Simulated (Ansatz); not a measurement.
**Question.** Name a neutral molecule of Cl, S, Sn and H with size of the dipole moment (ωB97M-V/def2-TZVPP) between 2.10 and 2.40 D and HOMO–LUMO gap (PBE0/def2-TZVPP) between 6.10 and 6.40 eV (Ansatz, PBE0-D4/def2-TZVP geometry).

**Answer.** `[SH][SnH]([Cl])[Cl]` (2.38 D, 6.16 eV). Other molecules can fit too; these were computed, each in one conformer that needn't be the lowest.
